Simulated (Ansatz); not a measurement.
`C[SiH2][GeH2][CH3]` + CH₃OH → `CO[SiH2]C` + `[CH3][GeH3]`  (cleavage of the Si–Ge bond)

Isolated molecules relaxed with PBE0-D4/def2-TZVP in Ansatz; ΔE leaves out vibrations. CCSD(T)/CBS adds triple-zeta CCSD(T) − MP2 to the extrapolated MP2 energy (def2 sets, frozen cores). This one scheme is used for every species. Functionals use def2-TZVPP. For Ge outer-core shells are correlated without core-valence functions, which leaves a few kJ/mol of doubt a bond. Scalar relativity is left out up to krypton. Each species was taken in one conformer, which may not be the lowest.

```
             species  PBE0 energy (Eh)
`C[SiH2][GeH2][CH3]`       -2448.28907
               CH₃OH        -115.63988
         `CO[SiH2]C`        -445.54577
       `[CH3][GeH3]`       -2118.40908
```

Problem. Work out ΔE.

Solution. ΔE = (-445.54577) + (-2118.40908) − (-2448.28907) − (-115.63988) = -0.02590 Eh = -68.0 kJ/mol. CCSD(T)/CBS gives -78.4 kJ/mol.

Largest T1 diagnostic among the species: 0.011.

From PBE to PBE0 (25 % exact exchange), in def2-TZVPP and without D4, ΔE moves by −5.2 kJ/mol. In def2-TZVPP, CCSD(T) changes the Hartree–Fock value by +23.0 kJ/mol (the triples alone add +2.6 kJ/mol) and MP2 by +19.3 kJ/mol.
